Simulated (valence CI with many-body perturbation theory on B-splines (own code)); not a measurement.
## Sm¹²⁺: input, log and results

Calculated by configuration interaction combined with many-body perturbation theory (CI+MBPT): four valence electrons over a frozen Dirac-Fock core [Kr] 4d10, radial functions for each j: 8 s, 8 p, 9 d, 9 f, 6 g, 3 h, 2 i, with the one-electron correlation potential Σ1 (screened to all orders), the two-electron term Σ2, the three-electron term Σ3, Breit, model QED; selected single and double excitations, second order for the rest, scaled by the run's own slope (own B-spline code, finite nucleus).

Command, and the settings that its task file holds:

```sh
python run_cv.py task.json out
```

```
atom Sm  Z=62  mass_number=152  rms_radius_fm=5.0819
core [Kr] 4d10
valence 4f2 5s2
avg = 1
basis = L
breit = 1
cap = 40000
capref = 1200
cscale = 1
de = 0.0
dress = 0
eps = 2e-08
extrap = 1
h = 0.27
hh = 1
l2 = 3
lcore = 6
maxit = 60
n2 = 5
natural = 1
nlev = 60
nno = [5, 5, 6, 7, 5, 3, 2]
nroot = 26
nsp = [3, 3, 3, 2, 1, 0, 0]
pt2 = 1
qed = 1
rpa = 1
s1 = 1
s2 = 1
s3 = 1
screen = 1
tol = 2e-05
whole = 1
```

It took 7.8 min on 1 thread of Intel(R) Xeon(R) Processor @ 2.30GHz (shared host).

Log. The first blocks belong to the next ion, which gives the ionisation energy. Fields: 2J, parity (1 odd), roots, reference size, generating configurations, candidates as configurations/state functions, variational space P, stored matrix elements, Davidson steps; e2 is the range of second-order energies in hartree. The first line gives the box (bohr), its intervals, the orbitals and the steps of their self-consistent field. Window is the range of levels sought, series limit the energy at which the first omitted orbital would enter, core excitation an estimate of the first excitation out of the core, left out the lowest levels not solved, and shifts from estimates the range by which levels moved from their first estimate, all in cm⁻¹.

```
rmax 11.5 intervals 62 orbitals 82 references ['4f2 5s2', '4f 5s2 5p', '4f3 5s', '4f2 5s 5p', '5s2 5p2'] scf 6 t 1.5
2J=5 par=1 roots 2 ref 37 generators 7 cand 7471/19917 P 1290/3998 nnz 3.4e+06 it 6
2J=5 par=1 roots 2 ref 37 generators 17 cand 17530/48301 P 2957/8809 nnz 1.3e+07 it 5
   second order: generators 37 cand 23854/68198 e2 -0.00004 -0.00004
2J=7 par=1 roots 2 ref 36 generators 6 cand 7482/21320 P 1170/4000 nnz 3.5e+06 it 6
2J=7 par=1 roots 2 ref 36 generators 17 cand 17752/53396 P 3049/9734 nnz 1.6e+07 it 6
   second order: generators 31 cand 23918/74906 e2 -0.00005 -0.00005
2J=7 par=0 roots 2 ref 53 generators 3 cand 4627/14835 P 1405/3999 nnz 3.4e+06 it 5
2J=7 par=0 roots 2 ref 53 generators 13 cand 13118/44981 P 2726/8594 nnz 1.4e+07 it 5
   second order: generators 29 cand 22997/78551 e2 -0.00005 -0.00003
reference levels 830, estimated 107, window 123070 1/cm; series limit 1206533, core excitation 1057948
2J=8 par=0 roots 4 ref 96 generators 20 cand 39254/393746 P 1877/7997 nnz 7.9e+06 it 7
2J=8 par=0 roots 4 ref 96 generators 46 cand 72444/836491 P 6177/36640 nnz 1.2e+08 it 8
   second order: generators 93 cand 123845/1521262 e2 -0.00033 -0.00023
2J=10 par=0 roots 1 ref 72 generators 3 cand 13965/124895 P 1239/7987 nnz 1.2e+07 it 5
2J=10 par=0 roots 1 ref 72 generators 11 cand 36348/417208 P 2907/20572 nnz 6.1e+07 it 5
   second order: generators 34 cand 83910/1024427 e2 -0.00025 -0.00025
2J=4 par=0 roots 4 ref 91 generators 19 cand 36134/277548 P 2138/7988 nnz 7.4e+06 it 7
2J=4 par=0 roots 4 ref 91 generators 41 cand 57944/475784 P 7174/37072 nnz 1.1e+08 it 8
   second order: generators 91 cand 117818/1094849 e2 -0.00026 -0.00017
2J=12 par=0 roots 2 ref 60 generators 7 cand 17237/168877 P 1650/8000 nnz 1e+07 it 5
2J=12 par=0 roots 2 ref 60 generators 20 cand 40537/478382 P 4224/25028 nnz 7.3e+07 it 7
   second order: generators 48 cand 88283/1087657 e2 -0.00025 -0.00017
2J=6 par=0 roots 4 ref 86 generators 23 cand 42422/390984 P 1907/8000 nnz 7.1e+06 it 5
2J=6 par=0 roots 4 ref 86 generators 50 cand 67834/610467 P 6889/39141 nnz 1.2e+08 it 7
   second order: generators 108 cand 131680/1364234 e2 -0.00030 -0.00021
2J=0 par=0 roots 2 ref 29 generators 11 cand 19490/43857 P 3417/5991 nnz 3.4e+06 it 5
2J=0 par=0 roots 2 ref 29 generators 18 cand 26623/64245 P 5494/10191 nnz 7.3e+06 it 6
   second order: generators 60 cand 88050/225814 e2 -0.00015 -0.00010
2J=2 par=0 roots 1 ref 51 generators 5 cand 22035/133124 P 1821/7736 nnz 9.4e+06 it 5
...
2J=6 par=1 roots 8 ref 54 generators 14 cand 28309/284510 P 3207/31285 nnz 1.3e+08 it 13
   second order: generators 55 cand 72831/942458 e2 -0.00077 -0.00038
2J=0 par=1 roots 2 ref 11 generators 2 cand 6264/13654 P 3094/6832 nnz 7.5e+06 it 4
2J=0 par=1 roots 2 ref 11 generators 9 cand 18512/42040 P 4931/11463 nnz 1.7e+07 it 6
   second order: generators 25 cand 54756/150942 e2 -0.00010 -0.00008
2J=18 par=1 roots 1 ref 1 generators 1 cand 3898/26478 P 1569/7997 nnz 1.1e+07 it 4
2J=18 par=1 roots 1 ref 1 generators 3 cand 7648/57213 P 2598/15022 nnz 3.9e+07 it 5
   second order: generators 15 cand 38336/334585 e2 -0.00016 -0.00016
left out: unestimated 171387, estimated 134971, shifts from estimates -203 to 149
operators 6.4
```

The Davidson iterations converged.

No measured spectrum was set against this ion. As an estimate, terms of the open shell hold to a few per cent of their energy, and close levels can change places; configurations with another count of f electrons can be misplaced by thousands of cm⁻¹. Core correlation moves these levels by up to 34000 cm⁻¹, and in measured spectra 5 to 20 % of such shifts remained as error; rates that hang on mixing are uncertain with them.

```
Valence energy                            : -39.17483 hartree
Ionisation energy                         : 229.11 eV (NIST: 237 ± 12 eV (theoretical))
Reference configurations for the orbitals : 4f2 5s2, 4f 5s2 5p, 4f3 5s, 4f2 5s 5p, 5s2 5p2
Radial orbitals                           : 82
Box radius                                : 11.49 bohr
Largest variational space                 : 39141
Lowest levels                             : 4f2 5s2 3H_4 0.0, 4f2 5s2 3H_5 4703, 4f2 5s2 3F_2 8637, 4f2 5s2 3H_6 9417, 4f2 5s2 3F_3 11811, 4f2 5s2 3F_4 12278, 4f2 5s2 1G_4 18540, 4f2 5s2 1D_2 29900, 4f2 5s2 3P_0 36341, 4f2 5s2 1I_6 37101, 4f2 5s2 3P_1 37873, 4f2 5s2 3P_2 40597, 4f3 5s 5I°_4 76016, 4f3 5s 5I°_5 78032 cm⁻¹
```

Names give the largest LS component (configuration and term), which can be under half, so a name can repeat, a term be missing and a line seem to break the LS rules; names also repeat where a configuration has a term twice.
